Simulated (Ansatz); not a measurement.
Reaction (ligand exchange at a Ti–Cl bond): `[OH][Ti]([F])([F])[Cl]` + H–F → `[OH][Ti]([F])([F])[F]` + HCl

Gas-phase electronic energies from Ansatz, PBE0-D4/def2-TZVP geometries. CCSD(T)/CBS is the MP2 limit (def2-TZVPP, def2-QZVPP) plus CCSD(T) − MP2 in def2-TZVPP, frozen cores. This one scheme is used for every species. DFT in def2-TZVPP. For Ti outer-core shells are correlated without core-valence functions, which leaves a few kJ/mol of doubt a bond. Scalar relativity is left out up to krypton. Each species was taken in one conformer, which may not be the lowest.

`[OH][Ti]([F])([F])[Cl]`:

Z-matrix (Å, degrees):
```
Ti
F 1 1.745
F 1 1.745 2 110.2
O 1 1.758 2 108.8 3 -120.0
Cl 1 2.191 2 110.4 3 119.7
H 4 0.958 1 140.8 2 165.1
```

H–F:

```xyz
2

F    -0.351    0.015   -0.297
H     0.351   -0.015    0.297
```

`[OH][Ti]([F])([F])[F]`:

Z-matrix (Å, degrees):
```
Ti
F 1 1.749
F 1 1.750 2 110.1
O 1 1.762 2 109.1 3 120.6
F 1 1.750 2 110.1 3 -118.8
H 4 0.957 1 142.9 2 179.3
```

HCl:

Cartesian coordinates in Å:
```
Cl 0.620 -0.153 -0.024
H -0.620 0.153 0.024
```

(1) Is it downhill or uphill in electronic energy at CCSD(T)/CBS, and by how much? (Best estimate.)

(2) What do these levels give: ωB97X-V, PBE, PBE0, r2SCANh, CAM-B3LYP, LC-ωPBE, HF/def2-SVP, CCSD/def2-SVP, SCS-MP2/def2-TZVPP, CCSD/def2-TZVPP, SCS-MP2/def2-QZVPP, CCSD/CBS(def2)? (An estimate is asked.)

Largest T1 diagnostic among the species: 0.024, so the coupled-cluster value is less sure than usual.

Results:

(1) The calculation gave: Downhill: ΔE = -12.2 kJ/mol.

(2) Ansatz gave: ωB97X-V -28.0, PBE -23.4, PBE0 -19.3, r2SCANh -20.5, CAM-B3LYP -31.2, LC-ωPBE -32.9, HF/def2-SVP -34.0, CCSD/def2-SVP -41.1, SCS-MP2/def2-TZVPP -18.5, CCSD/def2-TZVPP -23.6, SCS-MP2/def2-QZVPP -15.1, CCSD/CBS(def2) -17.1 kJ/mol.

From r2SCAN to r2SCAN0 (25 % exact exchange), in def2-TZVPP and without D4, ΔE moves by +3.6 kJ/mol. At CCSD(T), def2-SVP lies −23.5 kJ/mol from the extrapolated value and def2-TZVPP −6.4 kJ/mol. In def2-TZVPP, CCSD(T) changes the Hartree–Fock value by +8.6 kJ/mol (the triples alone add +4.9 kJ/mol) and MP2 by +15.9 kJ/mol.
